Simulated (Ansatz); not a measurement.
[closo-2-(SiH3)B5H4]2- (SiB5H7²⁻): single points at one geometry.

```yaml
crystal:
  periodic: [false, false, false]
  atoms:
    - {symbol: B, position_ang: [-0.002196, 0.042538, 0.113681]}
    - {symbol: B, position_ang: [0.530087, -1.401773, -0.830712]}
    - {symbol: B, position_ang: [0.677613, 0.175001, -1.425192]}
    - {symbol: B, position_ang: [-0.929833, -1.364519, 0.025015]}
    - {symbol: B, position_ang: [-0.901718, -0.427572, -1.383325]}
    - {symbol: Si, position_ang: [0.266537, 1.307807, 1.595228]}
    - {symbol: H, position_ang: [-0.271793, 2.737911, 1.381710]}
    - {symbol: H, position_ang: [1.721050, 1.616803, 2.013282]}
    - {symbol: H, position_ang: [-0.323539, 1.042832, 3.006952]}
    - {symbol: H, position_ang: [1.306701, -2.351404, -0.962579]}
    - {symbol: H, position_ang: [1.420930, 0.896012, -2.077415]}
    - {symbol: H, position_ang: [-1.666099, -2.057414, 0.713968]}
    - {symbol: H, position_ang: [-1.827741, -0.216222, -2.170613]}
basis:
  gaussian: {orbitals: def2-TZVPD, initial_orbitals: start.molden}
total_charge: -2
hamiltonian: {xc: {name: revPBE}, dispersion: d4}
scf: {omitted_lower_state_checks: [starts]}
output: {orbitals: {seedname: orbitals}}
```

The file start.molden holds the orbitals of an earlier run on this structure, at another level or in another basis.

```sh
$ ansatz run in.yaml --threads 4 --pin off --events-out ev --progress --plain --max-ram 4787MiB
```

Output, abridged:

```
Functional definition: revPBE
1457 factors; their error is unknown
mean field evaluation 1: about -11369.5458 eV, gradient 8.8e0 eV
mean field evaluation 2: about -11369.6281 eV, gradient 1.2e-1 eV
mean field evaluation 4: about -11369.6047 eV, gradient 7.0e-4 eV
mean field -11369.60466346 eV, -417.8252647872 hartree, gradient 1.4e-5 eV, S^2 0.000000; 0 other end points of the search recorded, 0 dependent functions left out
reference -11369.60474964 eV, -417.8252679545 hartree; 24, 24 occupied and 267, 267 virtual orbitals, 1457 factors
Total energy: -11370.78419534 eV, -417.8686117845 hartree
Checks for a lower state left out: starts
```

Hardware: 4 threads of Arm Neoverse V1 on a shared host. Wall time 4.5 s.

The first input with `hamiltonian: {xc: pbe0, dispersion: d4}` (abridged; 6.5 s):

```
Functional definition: PBE0
mean field -11363.79488861 eV, -417.6117594997 hartree, gradient 1.6e-5 eV, S^2 0.000000
Total energy: -11364.14655441 eV, -417.6246829793 hartree
Checks for a lower state left out: starts
```

First input, but with `hamiltonian: {xc: {name: PBE-QIDH}}` and without the key `output` (abridged; 12 s):

```
Functional definition: PBE-QIDH
mean field -11353.00242096 eV, -417.2151436288 hartree, gradient 2.0e-6 eV, S^2 0.000000
10 core orbitals not correlated: weight in the atoms' cores, before any rotation towards them, 1.000 or more for the frozen orbitals, at most 0.000 for the correlated occupied ones
second order -22.68843347 eV of doubles, -0.00000000 eV of singles
Total energy: -11360.56525534 eV, -417.4930726659 hartree
Checks for a lower state left out: starts
```

As the first input, with `gaussian: {orbitals: STO-3G}`, `hamiltonian: {xc: hf}` (abridged; 0.15 s):

```
Functional definition: HF
mean field -11185.52957782 eV, -411.0606301607 hartree, gradient 5.3e-5 eV, S^2 0.000000
Total energy: -11185.52957782 eV, -411.0606301607 hartree
Checks for a lower state left out: starts
```

As the first input, with `hamiltonian: {xc: {name: wB97X-V}}` (abridged; 17 s):

```
Functional definition: wB97X-V
mean field -11369.87378069 eV, -417.8351546630 hartree, gradient 2.7e-5 eV, S^2 0.000000
Total energy: -11369.87377709 eV, -417.8351545308 hartree
Checks for a lower state left out: starts
```

First input, but with `hamiltonian: {xc: pbe, dispersion: d4}`, `output: {forces: true, orbitals: {seedname: orbitals}}` (abridged; 5.5 s):

```
Functional definition: PBE
mean field -11362.18908360 eV, -417.5527472539 hartree, gradient 2.6e-5 eV, S^2 0.000000
Total energy: -11362.60155708 eV, -417.5679053748 hartree
Atom 0 force    -0.012800    -0.088766    -0.123977 eV/Å
Atom 1 force    -0.010421     0.010206    -0.005781 eV/Å
Atom 2 force    -0.068951    -0.056418     0.076529 eV/Å
Atom 3 force     0.071444     0.078864    -0.048135 eV/Å
Atom 4 force     0.013538    -0.007440     0.002085 eV/Å
Atom 5 force     0.009062     0.046135     0.041986 eV/Å
Atom 6 force     0.032781    -0.106720     0.005662 eV/Å
Atom 7 force    -0.099991    -0.030787    -0.034210 eV/Å
Atom 8 force     0.040094     0.015509    -0.095663 eV/Å
Atom 9 force    -0.151730     0.184843     0.026863 eV/Å
Atom 10 force    -0.154065    -0.148857     0.138162 eV/Å
Atom 11 force     0.151680     0.144308    -0.138253 eV/Å
Atom 12 force     0.179357    -0.040878     0.154732 eV/Å
Dipole moment:     0.122242     0.576887     0.697202 e Å
Checks for a lower state left out: starts
```

As the first input, with `hamiltonian: {xc: r2scan, dispersion: d4}` (abridged; 9 s):

```
Functional definition: r2SCAN
mean field -11369.00649475 eV, -417.8032824926 hartree, gradient 1.1e-5 eV, S^2 0.000000
Total energy: -11369.10990442 eV, -417.8070827280 hartree
Checks for a lower state left out: starts
```

Geometry: PBE-D4/def2-SVPD.

Correlated methods freeze 10 core orbitals. A multiply charged anion in the gas phase is held together partly by the finite basis. At revPBE-D4/def2-TZVPD, PBE0-D4/def2-TZVPD, HF/STO-3G, ωB97X-V/def2-TZVPD and others the highest occupied level of the charge -2 singlet lies above zero (up to 6.27 eV). In Hartree–Fock with STO-3G the lack of diffuse functions raises the level. The electron is either unbound and held by the finite basis, or the level is raised by self-interaction error. Another isomer (singlet) lies 0.08 eV lower at PBE0-D4/def2-TZVPD; other spin states weren't run for this one.
